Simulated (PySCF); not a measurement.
InBr3, SMILES [Br][In]([Br])[Br].

The structure is a stationary point at PBE-D3(BJ)/def2-SVP. The isomer is the one that the SMILES or the coordinates give; other isomers of the formula were not compared. The def2 effective core potentials stand for the cores of In; spin–orbit coupling is left out.

Method: r2SCAN/def2-TZVP in PySCF.

Symmetry labels are those of the subgroup C2v that the program uses (full group D3h).

Question: List the valence orbital energies around the gap with their symmetry. (An estimate is asked for; the answer gives what the named calculation found.)

Answer: 
| orbital | symmetry | energy (eV) |
|---|---|---|
| HOMO−7 | B1 | -9.36 |
| HOMO−6 | A1 | -9.36 |
| HOMO−5 | B2 | -8.41 |
| HOMO−4 | B2 | -7.97 |
| HOMO−3 | A2 | -7.97 |
| HOMO−2 | B1 | -7.95 |
| HOMO−1 | A1 | -7.95 |
| HOMO | B1 | -7.79 |
| LUMO | A1 | -3.98 |
| LUMO+1 | B2 | -2.54 |
| LUMO+2 | A1 | 0.18 |
| LUMO+3 | B1 | 0.18 |
